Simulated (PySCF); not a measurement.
C4H3FOS. Atoms are numbered in the order given.

```xyz
10

O      1.1307     2.1823     0.0000
C      0.5189     0.9823     0.0000
C      1.1515    -0.2288     0.0000
C      0.1919    -1.2916     0.0000
F      0.5737    -2.5683     0.0000
C     -1.1124    -0.9015     0.0000
S     -1.2136     0.8304     0.0000
H      0.4802     2.8941     0.0000
H      2.2326    -0.3619     0.0000
H     -2.0033    -1.5259     0.0000
```
Charge 0, spin multiplicity 1.

Coordinates come from a ωB97X-D3(BJ)/def2-SVP optimisation. Other conformers were not sampled.

All values below come from ωB97X/def2-TZVP run with PySCF.

Atomic charges (e):

| atom | Löwdin | IAO | Mulliken |
|---|---|---|---|
| O1 | 0.08 | -0.47 | -0.39 |
| C2 | -0.51 | 0.10 | 0.17 |
| C3 | -0.18 | -0.28 | -0.29 |
| C4 | -0.34 | 0.30 | 0.23 |
| F5 | 0.20 | -0.27 | -0.20 |
| C6 | -0.40 | -0.40 | -0.24 |
| S7 | 0.67 | 0.29 | 0.05 |
| H8 | 0.19 | 0.38 | 0.34 |
| H9 | 0.15 | 0.17 | 0.16 |
| H10 | 0.13 | 0.18 | 0.17 |

Q: Give the Mayer and Wiberg (Löwdin basis) orders of the bonds. (The exact figures need the calculation; the answer reports its results.)

A: 
| bond | Mayer | Wiberg |
|---|---|---|
| O1–C2 | 1.14 | 1.74 |
| C2–C3 | 1.59 | 1.74 |
| C3–C4 | 1.23 | 1.35 |
| C4–F5 | 1.05 | 1.74 |
| C4–C6 | 1.71 | 1.79 |
| C2–S7 | 1.28 | 1.50 |
| C6–S7 | 1.16 | 1.48 |
| O1–H8 | 0.87 | 0.99 |
| C3–H9 | 0.94 | 0.83 |
| C6–H10 | 0.93 | 0.88 |
